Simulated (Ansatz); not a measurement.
Computed with Ansatz on PBE0-D4/def2-TZVP structures; ΔE is electronic, products minus reactants. CCSD(T)/CBS is the MP2 limit (def2-TZVPP, def2-QZVPP) plus CCSD(T) − MP2 in def2-TZVPP, frozen cores. This one scheme is used for every species. Functionals use def2-TZVPP. One conformer a species, not always the lowest.

Consider the ligand exchange at the Si–O bond: `[AlH2][BH]O[SiH3]` + `OB(S)S` → `[SiH3]OB(S)S` + `O[BH][AlH2]`.

Problem. Is it downhill or uphill in electronic energy at CCSD(T)/CBS, and by how much? (Estimate.)

Solution. Computed: Downhill: ΔE = -8.7 kJ/mol.

Problem. What do these levels give: r2SCAN-D4, ωB97M-V, SCS-MP2/def2-TZVPP, CCSD(T)/def2-TZVPP, SCS-MP2/def2-QZVPP, CCSD/CBS(def2)? (Best estimate.)

Solution. The calculation gave: r2SCAN-D4 -8.1, ωB97M-V -8.3, SCS-MP2/def2-TZVPP -8.4, CCSD(T)/def2-TZVPP -8.5, SCS-MP2/def2-QZVPP -8.5, CCSD/CBS(def2) -8.1 kJ/mol.

Largest T1 diagnostic among the species: 0.014.

In def2-TZVPP, CCSD(T) changes the Hartree–Fock value by −3.2 kJ/mol (the triples alone add −0.6 kJ/mol) and MP2 by −3.8 kJ/mol. The D4 term adds −3.8 kJ/mol with B3LYP and −2.2 kJ/mol with PBE0; it sums over pairs of atoms, weighted by their polarisabilities, and B3LYP, whose exchange is more repulsive, gets the larger term.

B3LYP here is the variant with VWN-RPA as its local correlation; programs differ in this.
